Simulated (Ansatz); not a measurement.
Basis-set extrapolation for C₂H₁₀AlNSi (`C[SiH](N)[CH2][AlH2]`) (PBE0-D4/def2-TZVP geometry, frozen core, the Gaussian-basis code of Ansatz). Multiplicity 1, RHF reference.

```tsv
	def2-TZVPP	def2-QZVPP
HF	-666.973085	-666.996256
MP2 correlation	-0.780427	-0.833577
CCSD(T) correlation	-0.872601	not run
```

Energies in hartree. Use E(X) = E(∞) + A·exp(−7.88·√X) for Hartree–Fock and E(X) = E(∞) + B·X^(−2.97) for correlation, with X = 3 and 4, and add CCSD(T) minus MP2 of the smaller set to the MP2 limit.

What is the CCSD(T) energy at the basis-set limit?

HF limit: -666.996256 + (-0.023171) × 0.13774 = -666.99945. MP2 limit: -0.833577 + (-0.053150) × 0.74074 = -0.87295. Higher-order term: -0.872601 − (-0.780427) = -0.09217. Total: -667.96457 hartree, 312.1 kJ/mol below CCSD(T)/def2-TZVPP.
